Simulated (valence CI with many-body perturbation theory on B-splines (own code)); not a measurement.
## Lu XXXIX: fill in the table

Level of theory: relativistic CI+MBPT: five valence electrons over a frozen Dirac-Fock core [Ar] 3d10, radial functions for each j: 11 s, 11 p, 10 d, 8 f, 5 g, 2 h, with the one-electron correlation potential Σ1 (screened to all orders), the two-electron term Σ2, the three-electron term Σ3, Breit, model QED; selected single and double excitations, second order for the rest, scaled by the run's own slope (own B-spline code, finite nucleus).

The last digits are not significant, and no measured levels were compared; by estimate large intervals hold to a few tenths of a per cent, small ones and those within an open d or f shell to about a per cent. Among the levels kept, up to 2100 cm⁻¹ of a level comes from second order outside the variational space, and about a tenth of that is noise between levels of different J, which matters for small intervals.

| Level | E (eV) |
| --- | --- |
| (4s^2 4p1/2^2 4p3/2) J=3/2 | 0.00 |
| (4s^2 4p1/2 4p3/2^2) J=3/2 | ? |
| (4s^2 4p1/2 4p3/2^2) J=5/2 | 75.53 |
| (4s^2 4p1/2 4p3/2^2) J=1/2 | ? |
| (4s^2 4p1/2^2 4d3/2) J=3/2 | ? |
| (4s^2 4p3/2^3) J=3/2 | 153.28 |
| (4s 4p1/2^2 4p3/2^2) J=5/2 | 156.23 |
| (4s^2 4p1/2^2 4d5/2) J=5/2 | ? |
| (4s 4p1/2^2 4p3/2^2) J=1/2 | 174.77 |
| (4s 4p1/2^2 4p3/2^2) J=3/2 | 177.02 |
| (4s^2 4p1/2 4p3/2 4d3/2) J=3/2 [a] | ? |
| (4s^2 4p1/2 4p3/2 4d3/2) J=5/2 [a] | 213.17 |
| (4s^2 4p1/2 4p3/2 4d3/2) J=1/2 [a] | 213.59 |
| (4s^2 4p1/2 4p3/2 4d3/2) J=7/2 | ? |
| (4s^2 4p1/2 4p3/2 4d5/2) J=3/2 [a] | 226.15 |
| (4s^2 4p1/2 4p3/2 4d5/2) J=7/2 [a] | 229.32 |
| (4s^2 4p1/2 4p3/2 4d5/2) J=5/2 [a] | 230.80 |
| (4s^2 4p1/2 4p3/2 4d3/2) J=5/2 [b] | 231.96 |
| (4s^2 4p1/2 4p3/2 4d3/2) J=3/2 [b] | 232.74 |
| (4s^2 4p1/2 4p3/2 4d3/2) J=1/2 [b] | 233.20 |

Levels are named by their leading jj configuration (3d3/2^4 stands for four electrons in 3d with j = 3/2), which in mixed levels can hold well under half, so a name can repeat and another be missing. Letters in brackets count levels of one name in rising energy.

(1) The levels stand in rising order. What does the calculation give for the missing energies?

## Answers

(1) (4s^2 4p1/2 4p3/2^2) J=3/2 70.39; (4s^2 4p1/2 4p3/2^2) J=1/2 81.98; (4s^2 4p1/2^2 4d3/2) J=3/2 142.93; (4s^2 4p1/2^2 4d5/2) J=5/2 169.94; (4s^2 4p1/2 4p3/2 4d3/2) J=3/2 [a] 213.15; (4s^2 4p1/2 4p3/2 4d3/2) J=7/2 218.29.
